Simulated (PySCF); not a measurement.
## Excitation energy of Fe by level of theory

Fe [Ar] 3d6 4s2 (5D) → Fe [Ar] 3d6 4s1 4p1 (high-spin determinant), as a difference of total energies. Computed with PySCF 2.14 in aug-cc-pVDZ (7s6p4d2f, 59 functions), with no relativity, point nucleus. Correlated levels: valence: [Ar] frozen. The calculations carry no spin-orbit coupling.

```tsv
method	excitation energy (eV)
UHF	1.231
MP2 (valence)	2.082
SCS-MP2 (valence)	2.344
CCSD (valence)	2.229
CCSD(T) (valence)	2.283
```

How much does correlation contribute at CCSD(T) (valence)?

2.283 − (1.231) = 1.052 eV, measured against UHF.

The determinant of the upper state mixes LS terms, which raises its energy above the lowest term, most at the Hartree-Fock and MP2 levels.
